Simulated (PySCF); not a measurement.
Isomers C$_{5}$H$_{2}$F$_{3}$NO:

A. `C(C#CC(N)=O)(F)=C(F)F`
B. `N#CCC(=C=O)C(F)(F)F`
C. SMILES FC(F)=C(F)c1ccon1

Spectrum 1. ¹H NMR (400 MHz, computed): δ 8.69 (m, 1H), 6.79 (m, 1H). ¹³C{¹H} NMR (computed): δ 169.7 (C), 165.7 (CH), 159.3 (C), 132.4 (C), 109.9 (CH).

Spectrum 2. ¹H NMR (400 MHz, computed): δ 3.09 (s, 2H). ¹³C{¹H} NMR (computed): δ 196.6 (C), 135.5 (C), 120.6 (C), 35.9 (C), 13.3 (CH2).

Spectrum 3. ¹H NMR (400 MHz, computed): δ 5.22 (br, 1H), 4.72 (br, 1H). ¹³C{¹H} NMR (computed): δ 176.2 (C), 152.5 (C), 123.8 (C), 109.2 (C), 76.4 (C).

No solvent, no relativistic terms, one conformer, averaged over atoms made equivalent by symmetry, fast rotation or ring inversion. σ from GIAO-PBE0/pcSseg-1; GFN2-xTB structure; PySCF 2.14.

Chemical shifts δ = σref − σ; ¹H (31.72 ppm), ¹³C (186.93 ppm) vs TMS, all at this level. Splittings of carbon signals by F and P are missing where no couplings were computed. Where no couplings were computed, multiplicities follow the n + 1 count of equivalent neighbours, and m marks all less simple cases (inequivalent or close neighbours, rings, F or P nearby). Acid and N–H amide carbonyl carbons lie up to 10 ppm further downfield in solution (hydrogen bonding). Shifts are as computed. Against solution values, carbons near 30 ppm lie about +3 ppm off and those near 130 ppm about +5 ppm (rms about the fit 2.1 ppm; single classes can miss by 10 ppm). Of 1328 compounds with measured shifts, 309 miss one by over three times the rms of a fit or turn the order of signals round; such compounds aren't used in these exercises. Signals without a measured value on file couldn't be tested in this way; 1H shifts scatter by 0.2 ppm about their fit, and single ones miss by 0.5 ppm. Groups on amide-type nitrogens are kept apart (slow C–N rotation). OH and NH positions are gas-phase values without hydrogen bonding to other molecules.

Question: Match each spectrum to its structure.

Answer: 1–C, 2–B, 3–A.

- Spectrum 1 (C): 5 ¹³C signals; δC 132.4 is a fully substituted alkene carbon; δH 8.69 is the hydrogen on an aromatic CH next to the ring oxygen.
- Spectrum 2 (B): 5 ¹³C signals; δC 135.5 is a CF3 carbon; δC 120.6 is a nitrile carbon.
- Spectrum 3 (A): 5 ¹³C signals; δC 152.5 is an amide carbonyl carbon; δC 123.8 is a fully substituted alkene carbon.
